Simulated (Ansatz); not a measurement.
Consider the formal exchange of groups at the Si–Si bond: `[SiH3][SiH2][SiH2][SiH2][SiH2][SiH3]` + `[SiH3][GeH3]` → `[SiH3][SiH2][SiH2][SiH2][GeH3]` + trisilane.

Isolated molecules relaxed with PBE0-D4/def2-TZVP in Ansatz; ΔE leaves out vibrations. CCSD(T)/CBS is the MP2 limit (def2-TZVPP, def2-QZVPP) plus CCSD(T) − MP2 in def2-TZVPP, frozen cores. Functionals use def2-TZVPP. HSE06 is defined as in plane-wave codes. For Ge outer-core shells are correlated without core-valence functions, which leaves a few kJ/mol of doubt a bond. Scalar relativity is left out up to krypton. Each species was taken in one conformer, which may not be the lowest.

Q: Is it downhill or uphill in electronic energy at CCSD(T)/CBS, and by how much? (Best estimate.)

A: Ansatz gave: Nearly level: ΔE = +1.7 kJ/mol.

Q: What do these levels give: BLYP-D4, r2SCAN-D4, r2SCANh-D4, HSE06-D4, BHLYP-D4, CAM-B3LYP-D4, r2SCANh, HSE06, CAM-B3LYP, LC-ωPBE, RPA@PBE/def2-TZVPP, HF/def2-TZVPP? (Best estimate.)

A: Ansatz gave: BLYP-D4 3.3, r2SCAN-D4 1.5, r2SCANh-D4 1.6, HSE06-D4 2.5, BHLYP-D4 2.8, CAM-B3LYP-D4 2.5, r2SCANh -0.4, HSE06 -1.8, CAM-B3LYP -2.3, LC-ωPBE -2.1, RPA@PBE/def2-TZVPP 0.1, HF/def2-TZVPP -5.6 kJ/mol.

Largest T1 diagnostic among the species: 0.014.

The D4 term adds +6.9 kJ/mol with B3LYP and +4.4 kJ/mol with PBE0; it sums over pairs of atoms, weighted by their polarisabilities, and B3LYP, whose exchange is more repulsive, gets the larger term. In def2-TZVPP, CCSD(T) changes the Hartree–Fock value by +6.3 kJ/mol (the triples alone add +1.2 kJ/mol) and MP2 by +6.3 kJ/mol.

B3LYP here is the variant with VWN-RPA as its local correlation; programs differ in this.
